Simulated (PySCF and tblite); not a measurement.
Results of a calculation; reference values are marked as such.
**Conformers and averaged properties: 2‐bromophenol, C₆H₅BrO, numbered as in [OH:1][c:2]1[cH:3][cH:4][cH:5][cH:6][c:7]1[Br:8]**

Free energies: PBE0-D3(BJ)/def2-TZVP (IEF-PCM, chloroform) on PBE0-D3(BJ)/def2-SVP structures plus GFN2-xTB thermal terms, symmetry and mirror images included. Conformers within 3 kcal/mol (GFN2-xTB free energy) were kept, 8 at most. GIAO shieldings: wB97X-D/pcSseg-1 (IEF-PCM, chloroform). Couplings: B3LYP/pcSseg-1 with pcJ-1 on H (gas phase; spin-dipole term only for pairs with B, N, F, Si or P). Couplings are for ¹H. Shifts are against TMS (¹H), TMS (¹³C) at the same level. Programs: PySCF with density fitting and tblite.

Torsions listed: H1–O1–C2–C3.

```json
{"conformer": "1", "shape": "-179°", "symmetry": "Cs", "E(GFN2) kcal/mol": "0.00", "E(DFT) kcal/mol": "0.00", "G(298.15 K) kcal/mol": "0.00", "weight %": "92.9", "dipole D": "1.02"}
{"conformer": "2", "shape": "0°", "symmetry": "Cs", "E(GFN2) kcal/mol": "1.92", "E(DFT) kcal/mol": "1.55", "G(298.15 K) kcal/mol": "1.53", "weight %": "7.1", "dipole D": "3.60"}
```

Weights (%) against temperature:

```tsv
T (K)	1	2	S(mix) cal/mol/K
250	95.7	4.3	0.35
273.15	94.4	5.6	0.43
298.15	92.9	7.1	0.51
323.15	91.4	8.6	0.58
373.15	88.3	11.7	0.72
```

Averaged shifts at 298.15 K. ¹H: 7.73 (H6, 1H), 7.56 (H4, 1H), 7.27 (H3, 1H), 7.14 (H5, 1H) ppm. ¹³C: 161.9 (C2), 141.1 (C6), 138.4 (C4), 127.3 (C5), 123.5 (C7), 121.8 (C3) ppm.

Averaged couplings (Hz): ⁵J(H1,H6) -0.5, ³J(H3,H4) 9.2, ⁴J(H3,H5) 1.1, ³J(H4,H5) 8.2, ⁴J(H4,H6) 1.1, ³J(H5,H6) 9.2.

Coordinates of conformer 1 (Å):

```xyz
13

O     2.292    0.896   -0.119
C     1.033    0.445   -0.074
C     0.020    1.211   -0.664
C    -1.300    0.779   -0.638
C    -1.644   -0.427   -0.024
C    -0.650   -1.202    0.567
C     0.671   -0.765    0.539
Br    2.043   -1.799    1.337
H     2.867    0.251    0.321
H     0.305    2.151   -1.140
H    -2.073    1.394   -1.106
H    -2.681   -0.766   -0.004
H    -0.892   -2.149    1.054
```

Coordinates of conformer 2 (Å):

```xyz
13

O     2.375   -0.647   -0.142
C     1.074   -0.316   -0.086
C     0.111   -1.130    0.520
C    -1.228   -0.748    0.557
C    -1.629    0.457   -0.014
C    -0.680    1.278   -0.622
C     0.659    0.897   -0.659
Br    1.935    2.009   -1.481
H     2.505   -1.497    0.293
H     0.426   -2.077    0.970
H    -1.959   -1.402    1.037
H    -2.676    0.764    0.011
H    -0.971    2.227   -1.076
```

Spin–orbit effects of the heavy atoms on shieldings are missing. H on N, O and S are left out: they exchange, and hydrogen bonds move them by several ppm. At a carbon that bears Br the missing effect is some 10 ppm, beside I tens of ppm. Shifts are unscaled: against experiment ¹³C can be off by 15 ppm or more and ¹H by 0.8 ppm.

Search and properties took 2.6 min on 1 thread of Arm Neoverse V2 (shared host) (rough), launched as `OMP_NUM_THREADS=1 python ens_run.py task.json out`.
